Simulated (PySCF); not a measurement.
Structure problem from calculated spectra and properties.

Elements present: C, F, H and O. Monoisotopic mass: 127.0554 u (electron mass counted); charge +1.

| Quantity | Value |
| --- | --- |
| Rotational structure | rotational constants A, B, C: 2.442, 1.565, 0.965 GHz [GFN2-xTB] |
| NMR, other nuclei | isotropic shieldings of nuclei other than C and H, by class: -27 (1 O), 278 (1 F) ppm [GIAO PBE0/pcSseg-1] |
| Polarisability | 80.5 au [PBE0/def2-SVPD] |
| Triplet | lowest triplet excitation (Tamm–Dancoff): 3.07 eV [TDA PBE0/def2-SVPD] |
| 1H NMR | chemical shifts (computed TMS as zero) by class: 9.32 (1 H), 9.03 (1 H), 8.57 (1 H), 3.93 (2 H), 1.94 (3 H) ppm [GIAO PBE0/pcSseg-1] |
| 13C NMR | chemical shifts (computed TMS as zero) by class: 188.8 (1 C), 169.9 (1 C), 167.6 (1 C), 149.7 (1 C), 133.0 (1 C), 32.0 (1 C), 7.3 (1 C) ppm [GIAO PBE0/pcSseg-1] |
| UV, first state | lowest singlet excitation: 4.71 eV (263 nm, f = 0.226) [TDDFT PBE0/def2-SVPD] |

Electronic properties: PySCF, gas phase, density fitting. Levels stand in brackets. NMR shifts are as computed; neighbouring signals can stand in another order in a measured spectrum. One conformer (not necessarily the lowest) at the GFN2-xTB geometry, without solvent, vibrations or thermal averaging. NMR values are class means; diastereotopic atoms form classes of their own.

Question: Which formula fits the mass and the elements?

Answer: C7H8FO (calculated 127.0554). No other formula that holds each of these elements comes within 0.0003 u with a fitting electron parity and a possible valence count.

Question: Give a SMILES that accounts for the data.

Answer: Numbering: `[CH3:1][CH2:2][c:3]1[o+:4][cH:5][cH:6][cH:7][c:8]1[F:9]`. 7 carbons fall into 7 classes; from least to most shielded: substituted aromatic carbon [C3] (188.8 ppm), aromatic C–F carbon [C8] (169.9 ppm), aromatic CH next to a ring oxygen [C5] (167.6 ppm), aromatic CH carbon [C7] (149.7 ppm), aromatic CH carbon [C6] (133.0 ppm), benzylic-type carbon [C2] (32.0 ppm), methyl carbon [C1] (7.3 ppm). Hydrogen classes from least to most shielded: 1 H on an aromatic CH next to a ring oxygen, C5 (9.32 ppm), 1 H on an aromatic CH carbon, C7 (9.03 ppm), 1 H on an aromatic CH carbon, C6 (8.57 ppm), 2 H on a benzylic-type carbon, C2 (3.93 ppm), 3 H on a methyl carbon, C1 (1.94 ppm). The other shieldings belong to: -27 ppm, ring oxygen [O4]; 278 ppm, aryl fluorine [F9]. S1 is mainly HOMO→LUMO (weight 0.96); the largest Löwdin shares of the orbital it empties are 0.18 on the aromatic CH next to a ring oxygen, 0.17 on the aromatic C–F carbon, 0.14 on the substituted aromatic carbon and 0.11 on an aromatic CH carbon, of the orbital it fills 0.24 on an aromatic CH carbon, 0.18 on the substituted aromatic carbon, 0.18 on the ring oxygen and 0.14 on the aromatic CH next to a ring oxygen. The optimised geometry has point group Cs and is an asymmetric top. Structure: `CCc1[o+]cccc1F`. The assignments are read from this structure; whether some other isomer fits the data as well wasn't checked.

Shape of the structure used: `[CH3:1][CH2:2][c:3]1[o+:4][cH:5][cH:6][cH:7][c:8]1[F:9]`: C1–C2–C3–O4 0°.
